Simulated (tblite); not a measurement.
C₈H₁₂.
Atom-mapped SMILES: `[CH2:1]=[C:2]=[CH:3][C@@H:4]([CH:5]=[CH2:6])[CH2:7][CH3:8]` (hydrogens: H9, H10 on C1; H11 on C3; H12 on C4; H13 on C5; H14, H15 on C6; H16, H17 on C7; H18, H19, H20 on C8)

Cartesian coordinates in Å at the GFN2-xTB level; atoms count from 1:
```xyz
20
C8H12 angstrom
C      2.6617   -1.7322    0.7634
C      1.7233   -1.1802    0.0628
C      0.7712   -0.6178   -0.6123
C     -0.1549    0.4329   -0.0475
C      0.0334    1.7051   -0.8199
C      0.4541    2.8402   -0.2953
C     -1.6150   -0.0384   -0.1451
C     -1.8734   -1.2633    0.7228
H      2.4936   -2.6350    1.3294
H      3.6587   -1.3226    0.8009
H      0.6014   -0.8837   -1.6480
H      0.0960    0.6037    1.0038
H     -0.1982    1.6417   -1.8758
H      0.5776    3.7330   -0.8849
H      0.6940    2.9250    0.7521
H     -2.2683    0.7790    0.1701
H     -1.8510   -0.2706   -1.1866
H     -2.9129   -1.5737    0.6440
H     -1.6580   -1.0421    1.7660
H     -1.2386   -2.0904    0.4124
```

Computed values, GFN2-xTB/tblite, gas phase, harmonic and unscaled. Errors from tens to a few hundred cm⁻¹ against measured bands are possible. One conformer, not necessarily the lowest.

Harmonic wavenumbers (cm⁻¹): 34.7, 64.0, 90.3, 133.4, 203.3, 224.1, 260.9, 304.1, 322.0, 399.8, 474.5, 508.5, 567.4, 664.3, 810.2, 846.4, 856.2, 893.9, 906.2, 968.5, 976.8, 990.5, 1022.6, 1077.4, 1102.6, 1110.0, 1144.8, 1171.8, 1226.1, 1244.3, 1277.8, 1301.7, 1337.5, 1340.6, 1414.3, 1418.7, 1445.9, 1492.1, 1500.0, 1506.1, 1714.6, 2095.6, 2949.5, 2963.7, 2976.6, 3029.8, 3031.5, 3032.9, 3038.3, 3049.5, 3070.8, 3076.2, 3097.3, 3121.1.

A = 2114, B = 1540, C = 986.4 MHz; mass 108.094 u (most abundant isotopes); point group C1, symmetry number 1.

Task: What is the zero-point energy?

Result: Half the sum of the wavenumbers: 37441 cm⁻¹ = 107.05 kcal/mol.

Task: Give the ideal-gas entropy at 200 K and 1 bar in the rigid-rotor, harmonic-oscillator model (classical rotation).

Result: Translation 37.99, rotation 27.80, vibration 19.97: S = 85.8 cal/(mol K).

Task: And Cp and H(200 K) − H(0)?

Result: Cp = 28.06 cal/(mol K), of which vibrations give 20.11 (their classical limit is 54 R = 107.3); H(200 K) − H(0) = 3.69 kcal/mol without the zero-point energy, 2.10 from vibrations.

Task: Which modes carry the vibrational entropy at 200 K?

Result: 34.7 cm⁻¹: 4.75; 64.0 cm⁻¹: 3.55; 90.3 cm⁻¹: 2.88; 133.4 cm⁻¹: 2.14; 203.3 cm⁻¹: 1.40; 224.1 cm⁻¹: 1.24 cal/(mol K); the other 48 give 4.01 together.

Task: How do the functions run with temperature in this model?

Result: 
| T (K) | S (cal/(mol K)) | Cp (cal/(mol K)) | H − H(0) (kcal/mol) | G − H(0) (kcal/mol) | ln q(vib) |
| --- | --- | --- | --- | --- | --- |
| 150 | 78.4 | 23.6 | 2.40 | -9.36 | 3.43 |
| 250 | 92.5 | 32.8 | 5.21 | -17.92 | 6.07 |
| 298.15 | 98.7 | 37.6 | 6.91 | -22.53 | 7.31 |
| 400 | 111.2 | 47.8 | 11.26 | -33.22 | 9.91 |
| 600 | 133.8 | 64.1 | 22.53 | -57.77 | 14.95 |
| 900 | 163.1 | 80.2 | 44.37 | -102.45 | 22.15 |

q(vib) and H(0) count from the zero-point level.

Hindered rotation and anharmonicity are outside this model. Other conformers, if any are populated, would add a mixing term that is left out. The structure is chiral; the term R ln 2 for an equal mix with its mirror image is left out.
